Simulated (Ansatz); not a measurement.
B(PH3)Cl3 (BPH3Cl3), relaxed as a singlet with RKS B3LYP-D4/def2-SVP in Ansatz, starting from the GFN2-xTB geometry. Force threshold 0.02 eV/Å.

Start:

```xyz
8

B     0.828   -0.230   -0.640
P    -0.727    0.196    0.546
H    -1.663    1.080    0.060
H    -0.410    0.766    1.756
H    -1.519   -0.859    0.936
Cl    1.594    1.401   -0.920
Cl    0.079   -0.984   -2.118
Cl    1.818   -1.370    0.381
```

**Question.** Estimate the energy that the relaxation releases and the steps that it takes.

**Answer.** 1.5 kcal/mol, in 5 steps; 9.6 s on 4 threads of Arm Neoverse V1 on a shared host. No frequencies were taken in this run, so the end may be a saddle point.

**Question.** Does the start keep its bonding and symmetry?

**Answer.** By distances, no bond broke or formed. The bond that changes most is P2–H4, from 1.37 to 1.41 Å (atoms count from 1). Point group Cs at the start, Cs at the end, both within 0.05 Å.

**Question.** Predict the relaxed structure.

**Answer.** 
Cartesian coordinates in Å:
```
B 0.8409 -0.2298 -0.6404
P -0.7365 0.2010 0.5602
H -1.6921 1.0959 0.0265
H -0.4204 0.7996 1.8013
H -1.5350 -0.8991 0.9486
Cl 1.6260 1.4019 -0.9320
Cl 0.0693 -0.9792 -2.1257
Cl 1.8477 -1.3902 0.3615
```
Bond lengths: 3 × B–Cl 1.83 Å; 1 × B–P 2.03 Å; 3 × H–P 1.41 Å.
